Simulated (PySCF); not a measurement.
Members of one series of related molecules.

All values: PBE0/pcSseg-1 (PySCF) at GFN2-xTB geometries, gas phase, one conformer each.

Problem. Rank by HOMO–LUMO gap, lowest first.
A. `O=S(=O)(Cl)C1=CC=CC=C1`
B. `C#Cc1ccccc1S(=O)(=O)Cl`
C. `O=S(=O)(Cl)c1ccc([SiH3])cc1`

Solution. B (5.40 eV), C (6.18 eV), A (6.34 eV).

Problem. Rank by LUMO energy, highest first.
A. `O=S(=O)(Cl)c1ccccc1Cl`
B. `S(c1ccccc1)(Cl)(=O)=O`
C. `O=S(=O)(Cl)c1ccc([SiH3])cc1`
D. `c1(ccc(S(Cl)(=O)=O)cc1)C`

Solution. A (-1.72 eV), D (-1.92 eV), B (-2.05 eV), C (-2.21 eV).

All values together:

```csv
SMILES,change,formula,μ (D),HOMO (eV),LUMO (eV),lowest IAO charge (e),highest IAO charge (e),lowest Hirshfeld charge (e),highest Hirshfeld charge (e)
O=S(=O)(Cl)c1ccccc1,parent,C6H5ClO2S,5.26,-8.39,-2.05,-0.829 (O),+1.985 (S),-0.274 (O),+0.520 (S)
O=S(=O)(Cl)c1ccccc1Cl,H replaced by Cl,C6H4Cl2O2S,5.61,-7.99,-1.72,-0.816 (O),+1.975 (S),-0.281 (O),+0.501 (S)
C#Cc1ccccc1S(=O)(=O)Cl,H replaced by ethynyl,C8H5ClO2S,4.99,-7.65,-2.25,-0.836 (O),+1.984 (S),-0.275 (O),+0.517 (S)
O=S(=O)(Cl)c1ccc([SiH3])cc1,H replaced by SiH3,C6H7ClO2SSi,5.14,-8.39,-2.21,-0.828 (O),+1.985 (S),-0.274 (O),+0.521 (S)
Cc1ccc(S(=O)(=O)Cl)cc1,H replaced by CH3,C7H7ClO2S,6.02,-8.05,-1.92,-0.830 (O),+1.986 (S),-0.276 (O),+0.519 (S)
```

Conformers: `[O:1]=[S:2](=[O:3])([Cl:4])[c:5]1[cH:6][cH:7][cH:8][cH:9][cH:10]1` with O1–S2–C5–C6 23°; `[O:1]=[S:2](=[O:3])([Cl:4])[c:5]1[cH:6][cH:7][cH:8][cH:9][c:10]1[Cl:11]` with O1–S2–C5–C6 -112°; `[CH:1]#[C:2][c:3]1[cH:4][cH:5][cH:6][cH:7][c:8]1[S:9](=[O:10])(=[O:11])[Cl:12]` with C7–C8–S9–O10 -135°; `[O:1]=[S:2](=[O:3])([Cl:4])[c:5]1[cH:6][cH:7][c:8]([SiH3:9])[cH:10][cH:11]1` with O1–S2–C5–C6 23°; `[CH3:1][c:2]1[cH:3][cH:4][c:5]([S:6](=[O:7])(=[O:8])[Cl:9])[cH:10][cH:11]1` with C4–C5–S6–O7 160°.

Problem. Give the shifts from the parent, `O=S(=O)(Cl)c1ccccc1`.

Solution. 
```json
{"SMILES": "O=S(=O)(Cl)c1ccccc1Cl", "change in μ (D)": "+0.35", "change in HOMO (eV)": "+0.40", "change in LUMO (eV)": "+0.33"}
{"SMILES": "C#Cc1ccccc1S(=O)(=O)Cl", "change in μ (D)": "-0.27", "change in HOMO (eV)": "+0.74", "change in LUMO (eV)": "-0.20"}
{"SMILES": "O=S(=O)(Cl)c1ccc([SiH3])cc1", "change in μ (D)": "-0.12", "change in HOMO (eV)": "0.00", "change in LUMO (eV)": "-0.16"}
{"SMILES": "Cc1ccc(S(=O)(=O)Cl)cc1", "change in μ (D)": "+0.76", "change in HOMO (eV)": "+0.34", "change in LUMO (eV)": "+0.13"}
```
